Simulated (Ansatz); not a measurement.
Program: Ansatz. Geometries: PBE0-D4/def2-TZVP. ΔE: electronic, gas phase. CBS: MP2 limit from def2 TZ/QZ plus the TZ coupled-cluster correction, frozen cores. DFT in def2-TZVPP.

Reaction (isomerisation): `FC1C[SiH2]S1` → `C[Si@H]1S[C@H]1F`

`FC1C[SiH2]S1`:

```xyz
10

F    -1.604    1.607    0.597
C    -0.420    0.917    0.650
C     0.031    0.419   -0.721
Si    0.488   -1.290   -0.084
S    -0.595   -0.634    1.638
H     0.307    1.569    1.137
H    -0.850    0.343   -1.362
H     0.771    1.053   -1.209
H    -0.064   -2.468   -0.800
H     1.937   -1.517    0.153
```

`C[Si@H]1S[C@H]1F`:

Z-matrix (Å, degrees):
```
C
Si 1 1.852
H 1 1.093 2 110.3
H 1 1.092 2 110.8 3 -119.9
H 1 1.091 2 109.6 3 120.1
S 2 2.099 1 119.9 3 -159.8
C 2 1.854 1 118.5 3 -95.8
H 2 1.482 1 114.6 3 53.1
F 7 1.371 2 118.9 1 -0.9
H 7 1.086 2 125.0 1 148.0
```

Question: Is it downhill or uphill in electronic energy at CCSD(T)/CBS, and by how much? (Estimate.)

Answer: Ansatz gave: Uphill: ΔE = +16.1 kJ/mol.

Question: What do these levels give: PBE-D4, r2SCAN-D4, PBE0-D4, ωB97M-V, B2PLYP, r2SCAN, MP2/def2-TZVPP, SCS-MP2/def2-TZVPP, CCSD(T)/def2-TZVPP, HF/def2-QZVPP, HF/CBS(def2), MP2/CBS(def2)? (Best estimate.)

Answer: The calculation gave: PBE-D4 7.0, r2SCAN-D4 6.4, PBE0-D4 13.9, ωB97M-V 15.3, B2PLYP 11.6, r2SCAN 6.3, MP2/def2-TZVPP 15.9, SCS-MP2/def2-TZVPP 19.1, CCSD(T)/def2-TZVPP 18.0, HF/def2-QZVPP 26.1, HF/CBS(def2) 26.1, MP2/CBS(def2) 14.0 kJ/mol.

Largest T1 diagnostic among the species: 0.013.

In def2-TZVPP, CCSD(T) changes the Hartree–Fock value by −8.6 kJ/mol (the triples alone add −2.0 kJ/mol) and MP2 by −10.6 kJ/mol. From PBE to PBE0 (25 % exact exchange), in def2-TZVPP and without D4, ΔE moves by +7.3 kJ/mol.
